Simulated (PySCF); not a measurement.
## Fe⁺ (iron, charge +1): UHF calculation

Configuration: [Ar] 3d6 4s1, high-spin 6D determinant. Calculation: PySCF 2.14, in x2c-TZVPPall with one added diffuse shell each of s, p, d, f type (7s6p5d3f1g, 80 functions); scalar relativity by spin-free X2C-1e.

| Item | Value |
| --- | --- |
| Total energy | -1271.101475 hartree |
| One-electron energy | -1748.1625 hartree |
| Hartree (Coulomb) energy | 531.9261 hartree |
| Exchange energy | -54.8651 hartree |
| ⟨S²⟩ | 8.7526 |
| ⟨L²⟩ | 6.018 |
| Sum of ⟨r⟩ | 18.08 bohr |
| Sum of ⟨r²⟩ | 25.14 bohr² |
| Traceless quadrupole moment −½Σ⟨3z² − r²⟩ along its main axis | 0.346 e·bohr² |
| Langevin diamagnetic susceptibility | -19.9 ×10⁻⁶ cm³/mol |

| shell | electrons | mean orbital energy (eV) | spread (eV) | rms radius, mean of both spins (bohr) |
| --- | --- | --- | --- | --- |
| 1s α | 1 | -7183.7 | 0 | 0.0675 |
| 1s β | 1 | -7183.6 | 0 | 0.0675 |
| 2s α | 1 | -892.64 | 0 | 0.288 |
| 2s β | 1 | -889.27 | 0 | 0.288 |
| 2p α | 3 | -758.36 | 0.917 | 0.260 |
| 2p β | 3 | -755.10 | 0.002 | 0.260 |
| 3s α | 1 | -128.84 | 0 | 0.871 |
| 3s β | 1 | -118.91 | 0 | 0.871 |
| 3p α | 3 | -89.185 | 2.057 | 0.936 |
| 3p β | 3 | -77.491 | 1.518 | 0.936 |
| 3d α | 5 | -26.623 | 2.407 | 1.22 |
| 3d β | 1 | -21.017 | 0 | 1.22 |
| 4s α | 1 | -15.420 | 0 | 2.98 |

Densities and radii are taken from the X2C orbitals without a picture-change correction, which distorts them close to the nucleus.

Spin-orbit constants ζ (cm⁻¹) from the X2C one-electron operator on these orbitals: bare nucleus, nucleus screened by l(l+1)(2l+1)/3 electrons, and screened by the Breit-Pauli mean field of the electrons.

| shell | bare | screened nucleus | mean field |
| --- | --- | --- | --- |
| 2p | 70480 | 65060 | 62560 |
| 3p | 8623 | 7960 | 7606 |
| 3d | 765.3 | 471.0 | 421.6 |

To first order the Landé constant is A = -84.33 cm⁻¹, so the lowest level has J = 9/2 and lies 0.0523 eV below the centre of the term. This holds in LS coupling only.
